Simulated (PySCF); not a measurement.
Give a PBE0-D3(BJ)/def2-SVP geometry of `B[C@@H]1C[C@H]1C1CC1`.

```xyz
18
C6H11B angstrom
B      2.5437    1.1885   -0.4892
C      1.6876    0.2542    0.3596
C      1.4095   -1.1769   -0.0781
C      0.3621   -0.1692   -0.3227
C     -0.8911   -0.1344    0.4834
C     -2.2126   -0.3925   -0.1838
C     -1.8721    0.9857    0.2990
H      2.6996    0.9366   -1.6665
H      3.0380    2.1964   -0.0363
H      1.5772    0.4403    1.4328
H      1.2373   -1.8979    0.7258
H      1.9787   -1.5676   -0.9252
H      0.2357    0.1665   -1.3578
H     -0.7777   -0.5198    1.5027
H     -2.2063   -0.5751   -1.2622
H     -2.9653   -0.9678    0.3615
H     -2.3893    1.3726    1.1806
H     -1.6314    1.7467   -0.4491
```

Orientation and origin are arbitrary. Atoms count from 1 in this order. The 3-membered ring C5–C6–C7 has internal angles of 59.9° to 60.1°. The 3-membered ring C2–C3–C4 has internal angles of 57.3° to 62.3°. The C–C distances run from 1.474 Å (C3–C4, drawn single) to 1.550 Å (C2–C4, drawn single), a spread of 0.076 Å. B1 (three-coordinate boron) is planar (angles 122.1°, 119.0° and 118.9°, sum 360.0°, 0.02 Å off the plane of its three neighbours).

Bonds between heavy atoms (Å): B1–C2 1.525, C2–C3 1.522, C3–C4 1.474, C4–C5 1.490, C5–C6 1.503, C6–C7 1.499, C2–C4 1.550, C5–C7 1.500.

Computed with PBE0-D3(BJ)/def2-SVP geometry optimisation, gas phase (PySCF 2.14.0).

Point group: C1 (no symmetry element, even within 0.4 Å). No PBE0-D3(BJ)/def2-SVP frequencies stand behind this structure, so it isn't proved a minimum. One conformer, not necessarily the lowest (H–B1–C2–C3 20° and -162°, C3–C4–C5–C6 -116°).

Time: 79 s; peak memory 0.63 GiB. Hardware: one thread of an Arm Neoverse V2, no GPU, shared host with 96 logical CPUs at a one-minute load of 45. These figures are those of the optimisation.
